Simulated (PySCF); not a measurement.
Magnetisability: `COC[C@@H]1C=C[S@@](=O)C1`, C₆H₁₀O₂S

Molfile (atoms numbered from 1):
```
C6H10O2S
     RDKit          3D

 19 19  0  0  0  0  0  0  0  0999 V2000
    2.5969   -0.0802    0.4956 C   0  0  0  0  0  0  0  0  0  0  0  0
    1.2055    0.0141    0.3420 O   0  0  0  0  0  0  0  0  0  0  0  0
    0.7563   -0.3402   -0.9429 C   0  0  0  0  0  0  0  0  0  0  0  0
   -0.7760   -0.2301   -0.9527 C   0  0  2  0  0  0  0  0  0  0  0  0
   -1.1593    1.1929   -0.6543 C   0  0  0  0  0  0  0  0  0  0  0  0
   -1.4048    1.4554    0.6127 C   0  0  0  0  0  0  0  0  0  0  0  0
   -1.2537    0.0069    1.7002 S   0  0  0  0  0  4  0  0  0  0  0  0
   -2.5362   -0.1350    2.3997 O   0  0  0  0  0  0  0  0  0  0  0  0
   -1.3654   -1.0568    0.1807 C   0  0  0  0  0  0  0  0  0  0  0  0
    2.9496   -1.1029    0.3125 H   0  0  0  0  0  0  0  0  0  0  0  0
    2.8135    0.2008    1.5238 H   0  0  0  0  0  0  0  0  0  0  0  0
    3.1213    0.5989   -0.1883 H   0  0  0  0  0  0  0  0  0  0  0  0
    1.1906    0.3297   -1.7024 H   0  0  0  0  0  0  0  0  0  0  0  0
    1.0621   -1.3709   -1.1843 H   0  0  0  0  0  0  0  0  0  0  0  0
   -1.1399   -0.5552   -1.9322 H   0  0  0  0  0  0  0  0  0  0  0  0
   -1.1626    1.9224   -1.4503 H   0  0  0  0  0  0  0  0  0  0  0  0
   -1.6535    2.4063    1.0460 H   0  0  0  0  0  0  0  0  0  0  0  0
   -0.8296   -1.9864    0.3538 H   0  0  0  0  0  0  0  0  0  0  0  0
   -2.4247   -1.2606    0.0327 H   0  0  0  0  0  0  0  0  0  0  0  0
  1  2  1  0
  2  3  1  0
  3  4  1  0
  4  5  1  0
  5  6  2  0
  6  7  1  0
  7  8  2  0
  7  9  1  6
  9  4  1  0
  1 10  1  0
  1 11  1  0
  1 12  1  0
  3 13  1  0
  3 14  1  0
  4 15  1  6
  5 16  1  0
  6 17  1  0
  9 18  1  0
  9 19  1  0
M  END
```

Method: GIAO B97-2/pcSseg-1 magnetisability, rotational g tensor and spin-rotation constants, non-relativistic, gas phase (PySCF). Geometry: GFN2-xTB.

Task: What are the magnetisability and the molar susceptibility?

Result: Isotropic -1353 × 10⁻³⁰ J/T², or -81.5 × 10⁻⁶ cm³/mol; principal values -1534, -1291, -1233 × 10⁻³⁰ J/T², anisotropy 276 × 10⁻³⁰ J/T² (root of half the summed squared differences of the principal values). The susceptibility is in cgs units.

Task: Split it along the inertial axes a, b, c into diamagnetic and paramagnetic parts about the centre of mass, with the quadrupole moment.

Result: 
| axis | χ (10⁻⁶ cm³/mol) | diamagnetic (10⁻⁶ cm³/mol) | paramagnetic (10⁻⁶ cm³/mol) | summed x² of all electrons (Å²) | quadrupole Θ (D Å) |
| --- | --- | --- | --- | --- | --- |
| a | -90.3 | -642.6 | 552.2 | 232.8 | -11.26 |
| b | -77.1 | -1234.1 | 1157.0 | 93.4 | +4.40 |
| c | -77.0 | -1383.8 | 1306.8 | 58.1 | +6.86 |

Anisotropies 2χaa − χbb − χcc = -26.6 and 2χbb − χaa − χcc = +13.1 × 10⁻⁶ cm³/mol. Θ is traceless in Buckingham's convention.

Task: And the rotational g tensor?

Result: 
| axis | rotational constant (GHz) | g | nuclear part | electronic part |
| --- | --- | --- | --- | --- |
| a | 2.3694 | -0.0128 | 0.6019 | -0.6147 |
| b | 1.0846 | -0.0173 | 0.5722 | -0.5895 |
| c | 0.9499 | -0.0159 | 0.5673 | -0.5832 |

Asymmetric top; isotopes 12C, 1H, 16O, 32S; no vibrational averaging.
